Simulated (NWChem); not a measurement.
Molecule: CH$_{4}$OSe; SMILES CO[SeH]

```xyz
7

Se    -0.0132    -0.7261     0.0533
H     -0.4312    -0.8207    -1.3664
O      0.6411     0.9559    -0.0296
C     -0.3177     1.9822     0.0290
H     -0.9611     1.9123     0.9239
H      0.2449     2.9283     0.0696
H     -0.9677     1.9997    -0.8657
```
Atoms are numbered in this order, from 1.

Level: PBE0/def2-SVP (NWChem), optimised geometry, unscaled harmonic frequencies. This build's default masses of Se (78.918 u) and Br (79.917 u) are each other's, which moves their modes by up to 0.6 %.

| frequency (cm⁻¹) | IR intensity (km/mol) |
|---|---|
| 181 | 3.4 |
| 233 | 4.6 |
| 320 | 1.2 |
| 614 | 24.4 |
| 857 | 13.7 |
| 1113 | 91.8 |
| 1172 | 1.8 |
| 1188 | 15.3 |
| 1444 | 4.9 |
| 1454 | 9.1 |
| 1481 | 17.0 |
| 2375 | 41.0 |
| 3012 | 54.6 |
| 3096 | 38.5 |
| 3142 | 13.6 |

```
Item                                                                                Value
-----------------------------------------------------------------------  ----------------
zero-point energy                                                           31.0 kcal/mol
thermal correction to the enthalpy at 298.15 K (with zero-point energy)     34.5 kcal/mol
heat capacity Cv                                                         13.8 cal/(mol K)
entropy at 298.15 K and 1 atm (symmetry number 1)                        70.1 cal/(mol K)
dipole moment                                                                      1.58 D
```

Rigid rotor and harmonic oscillator.
